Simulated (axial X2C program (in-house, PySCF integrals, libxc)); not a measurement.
# NdP: the levels of the configuration f3 s0 d(πδ)0

Calculated with an in-house all-electron X2C program for linear molecules (integrals from PySCF): two-component X2C with atomic mean-field Coulomb and Gaunt terms, basis Nd dyall-v3z, P dyall-v3z (cores contracted in-house). Orbitals come from Hartree–Fock averaged over the configuration Nd f3 s0 d(πδ)0; CI then distributes these electrons over the f, s, d(πδ) shells of Nd.

R = 2.336 Å (near the minimum of the configuration average).

Lowest levels of this model:

```csv
Ω,energy (cm⁻¹),g∥,μ (D),configuration
9/2,0,6.55,-10.34,100% f3
7/2,99,4.88,-10.30,100% f3
5/2,369,3.54,-10.28,100% f3
1/2,379,0.80,-10.29,100% f3
3/2,425,2.28,-10.28,100% f3
11/2,1760,10.61,-10.33,100% f3
9/2,1887,8.50,-10.30,100% f3
7/2,2065,6.81,-10.28,100% f3
5/2,2161,4.92,-10.28,100% f3
3/2,2202,2.89,-10.28,100% f3
1/2,2213,0.95,-10.28,100% f3
13/2,3677,14.41,-10.33,100% f3
11/2,3779,12.06,-10.31,100% f3
9/2,3964,10.03,-10.28,100% f3
7/2,4095,7.87,-10.28,100% f3
5/2,4156,5.59,-10.28,100% f3
3/2,4175,3.31,-10.28,100% f3
1/2,4176,1.09,-10.28,100% f3
15/2,5724,17.99,-10.34,100% f3
13/2,5740,15.58,-10.31,100% f3
11/2,5967,13.33,-10.28,100% f3
9/2,6168,10.95,-10.27,100% f3
1/2,6233,1.16,-10.28,100% f3
3/2,6262,3.52,-10.28,100% f3
7/2,6270,8.46,-10.27,100% f3
5/2,6289,5.96,-10.27,100% f3
```

g∥ is the magnitude of 2⟨Lz + ge Sz⟩ for the +Ω component. μ is positive if the P end is positive.

Question: From Ω and g∥ of the lowest level, whose 2⟨Lz + ge Sz⟩ is positive, find ⟨Sz⟩ and ⟨Lz⟩ (ge = 2.0023).

Answer: Ω = ⟨Lz⟩ + ⟨Sz⟩ = 9/2 and ⟨Lz⟩ + ge⟨Sz⟩ = 3.275, so ⟨Sz⟩ = -1.22 and ⟨Lz⟩ = 5.72.

Occupations of the active spinors in the lowest level by ω, shell by shell in order of energy: -7/2: 0.00; -5/2: 0.00 0.00 0.00; -3/2: 0.00 0.00 0.00 0.00; -1/2: 0.09 0.02 0.00 0.00; 1/2: 0.73 0.16 0.00 0.00; 3/2: 0.74 0.20 0.00 0.00; 5/2: 0.88 0.11 0.00; 7/2: 0.06. The leading determinant has weight 0.55 among 98.

This point took 2 s on 1 thread of Arm Neoverse V2 (shared host).

There is no dynamic correlation: spin–orbit spacings and, for f shells, spacings inside one term are the most reliable numbers, splittings between terms come out too wide, and energies between configurations are not reliable, so the lowest level need not be the ground state of the molecule. At most 4 roots were kept for each Ω > 0 (twice that for Ω = 0) within 2.2 eV of the lowest, so higher up levels can be missing between those listed; levels with Ω > 0 are doubly degenerate and listed once, Ω = 0 levels singly. Some active spinors are only partly of the character that their shell is named for, so the shell names and counts are nominal. States that fill the shells left empty in the average are placed too high. Along the bond the averaged SCF switches between close solutions, so this one may not be the lowest.
